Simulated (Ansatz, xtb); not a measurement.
Two isomers of ClH3OSiSn

Structure X is `Cl[SiH2][O][SnH]`, a singlet and structure Y is `[SiH3][O][Sn][Cl]`, a singlet. Both are isolated molecules in the gas phase, relaxed with PBE0-D3(BJ)/def2-SVP; the shapes shown needn't be the lowest conformers.

X (Å):

```xyz
7

Cl    2.1824   -0.4411    1.0734
O    -0.6740   -0.7109    0.0777
Si    0.8524   -0.6680   -0.5167
Sn   -1.4717   -1.8088    1.5820
H     1.2341   -1.9325   -1.2063
H     1.0324    0.5074   -1.4083
H    -0.1951   -3.0694    1.4911
```

Y (Å):

```xyz
7

Cl    0.1438   -2.5148   -0.5634
O    -0.7072    0.6243   -0.2045
Si   -2.3085    0.2231   -0.4269
Sn    1.0414   -0.3212   -0.1586
H    -2.5314   -0.3932   -1.7707
H    -2.7796   -0.7299    0.6244
H    -3.1210    1.4728   -0.3354
```

Estimate which is lower in electronic energy at CCSD(T)/def2-SVP + ΔMP2/def2-TZVPP, and by roughly how much.

The CCSD(T)/def2-SVP + ΔMP2/def2-TZVPP calculation puts structure Y lower, by 49.9 kJ/mol.

Level by level:

```json
{"level": "PBE0-D3(BJ)/def2-SVP", "geometry": "PBE0-D3(BJ)/def2-SVP", "E(Y) − E(X) (kJ/mol)": "−55.0", "departure from the last row (kJ/mol)": "−5.1", "job, with rough time for the two": "optimisation, 3.9 min"}
{"level": "HF/def2-SVP", "geometry": "PBE0-D3(BJ)/def2-SVP", "E(Y) − E(X) (kJ/mol)": "−52.2", "departure from the last row (kJ/mol)": "−2.3", "job, with rough time for the two": "part of the CCSD(T) run"}
{"level": "MP2/def2-SVP", "geometry": "PBE0-D3(BJ)/def2-SVP", "E(Y) − E(X) (kJ/mol)": "−53.4", "departure from the last row (kJ/mol)": "−3.5", "job, with rough time for the two": "part of the CCSD(T) run"}
{"level": "CCSD(T)/def2-SVP", "geometry": "PBE0-D3(BJ)/def2-SVP", "E(Y) − E(X) (kJ/mol)": "−51.4", "departure from the last row (kJ/mol)": "−1.5", "job, with rough time for the two": "single point"}
{"level": "CCSD(T)/def2-SVP + ΔMP2/def2-TZVPP", "geometry": "PBE0-D3(BJ)/def2-SVP", "E(Y) − E(X) (kJ/mol)": "−49.9", "departure from the last row (kJ/mol)": "", "job, with rough time for the two": "single point, 47 s"}
```

As drawn, Y has 1 Cl–Sn, 1 Si–H in place of 1 Cl–Si, 1 Sn–H.

The levels shown agree on the order. The largest departure from CCSD(T)/def2-SVP + ΔMP2/def2-TZVPP is that of PBE0-D3(BJ)/def2-SVP, 5.1 kJ/mol. Levels run at GFN2-xTB geometries aren't shown. The last row adds to CCSD(T) the change of the MP2 difference between the two basis sets, here +1.5 kJ/mol.

With harmonic frequencies from PBE0-D3(BJ)/def2-SVP (ideal gas, rigid rotor, one conformer each, 200 K, 1 atm): on the last row, ΔE + ΔZPE = −46.1 kJ/mol. A mode under 50 cm⁻¹ makes harmonic enthalpies and free energies unreliable, so none is given.

The correlated steps freeze 15 core orbitals; the filled d shell of Sn is correlated, in a basis made for valence electrons. Atoms past krypton carry core potentials in the def2 sets and no spin–orbit term is included. Codes used: Ansatz 0.2.0; the last row on 1 thread of Intel(R) Xeon(R) Platinum 8259CL CPU @ 2.50GHz (Skylake/Cascade Lake) on a shared host.
